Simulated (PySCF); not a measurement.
**Löwdin shares of the frontier orbitals**

C₃H₇ClGe₂.
Cartesian coordinates in Å at the PBE0-D3(BJ)/def2-SVP level; atoms count from 1:
```
atom  x, y, z in Å
C1    -0.973    0.345   -3.013
C2    -0.164   -0.490   -2.666
C3     0.790   -1.459   -2.201
Cl4    1.360   -2.527   -3.568
Ge5    2.411   -0.555   -1.493
Ge6   -0.048   -2.671   -0.866
H7    -1.689    1.083   -3.323
H8     3.026    0.268   -2.632
H9     1.985    0.351   -0.323
H10    3.382   -1.642   -1.006
H11    1.022   -3.671   -0.402
H12   -0.539   -1.818    0.317
H13   -1.218   -3.388   -1.551
```

Method: PySCF 2.14.0, density-fitted response routines, TDDFT CAM-B3LYP/def2-SVPD, vertical, gas phase, core orbitals frozen in the response. The CAM-B3LYP/def2-SVPD calculation is non-relativistic and has no spin–orbit coupling, an omission that weighs most on germanium.

Frontier orbitals with the atoms that hold most of them (Löwdin shares over 4%, at most four atoms; ? is withheld):

```csv
orbital,ε (eV),atoms
LUMO+2,0.86,"Ge6 21%, Ge5 21%, C3 10%, H13 6%"
LUMO+1,0.74,"Ge5 26%, Ge6 26%, H9 6%, H12 6%"
LUMO,0.27,?
HOMO,?,?
HOMO-1,-9.51,"C1 37%, C2 37%, Cl4 12%, C3 5%"
HOMO-2,-10.09,"Cl4 67%, C3 13%, Ge5 5%, Ge6 5%"
HOMO-3,-10.19,"Cl4 44%, C2 15%, C1 13%, Ge6 6%"
```

Problem. Give the leading atoms of the HOMO.

Solution. C1 (bonded to C and H) 24%; C2 (bonded to 2 C) 19%; C3 (bonded to C, Cl and 2 Ge) 18%; Cl4 (bonded to C) 16%. By element: carbon 62%, chlorine 16%.

Problem. Give the leading atoms of the LUMO.

Solution. Cl4 (bonded to C) 39%; C3 (bonded to C, Cl and 2 Ge) 20%; C1 (bonded to C and H) 15%; C2 (bonded to 2 C) 12%. By element: carbon 46%, chlorine 39%.

Problem. What is the HOMO energy, and the HOMO–LUMO gap?

Solution. ε(HOMO) = -8.63 eV; the gap is 8.91 eV (0.3274 hartree).

Problem. The HOMO–LUMO gap is 8.91 eV. Where does the response calculation put the lowest singlet, and from which orbitals?

Solution. S1 is at 5.09 eV (f = 0.0005), 3.82 eV below the gap, made of HOMO→LUMO (90%). 

Problem. One configuration dominates each of S1 and S4. Which, and how do the shares of the two leading atoms of either orbital change from the occupied to the empty one?

Solution. 
- S1 (5.09 eV, f 0.0005), HOMO→LUMO (90%): C1 24% → 15%, C2 19% → 12%, Cl4 16% → 39%, C3 18% → 20%
- S4 (6.54 eV, f 0.016), HOMO-2→LUMO (88%): Cl4 67% → 39%, C3 13% → 20%
